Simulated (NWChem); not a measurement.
Molecule: BSiH5O; SMILES BO[SiH3]

```xyz
8

B     -0.0893    -1.8188    -0.0001
H     -1.3144    -1.8401     0.0000
H      0.5774    -2.8395    -0.0006
O      0.5749    -0.6361     0.0003
Si     0.0123     0.9701    -0.0003
H      0.5557     1.6382     1.2264
H     -1.4907     0.9944     0.0029
H      0.5504     1.6356    -1.2306
```
Atoms are numbered in this order, from 1.

All runs: NWChem. Pople sets run with spherical d functions. All runs use the structure optimised with PBE-D3(BJ)/def2-SVP. Isotropic polarisability at PBE0/6-31+G*. A Cauchy series cut after its second term is a line in ω².

```
row      ω² (10⁻³ Ha²)  α (bohr³)
-------  -------------  ---------
static            0.00      41.13
1065 nm           1.83      41.50
589 nm            5.98      42.40
400 nm           12.97   withheld
```

Fit a straight line of the last column on the one before it, predict the withheld value, and compare with the run.


1. Means of the 3 shown rows: x = 2.603, y = 41.677. Slope Σ(x − x̄)(y − ȳ)/Σ(x − x̄)² = 4.002/18.78 = 0.2131; intercept 41.122.
2. The shown rows scatter about the line by 0.009 (root mean square); the largest residual is -0.01, at 1065 nm.
3. At x = 12.97 (400 nm; beyond the shown range) the line gives 43.89.
4. The run gives 44.03, +0.14 from the line. The intercept estimates α(0), and the slope, 213 bohr³/Ha², the next Cauchy moment.
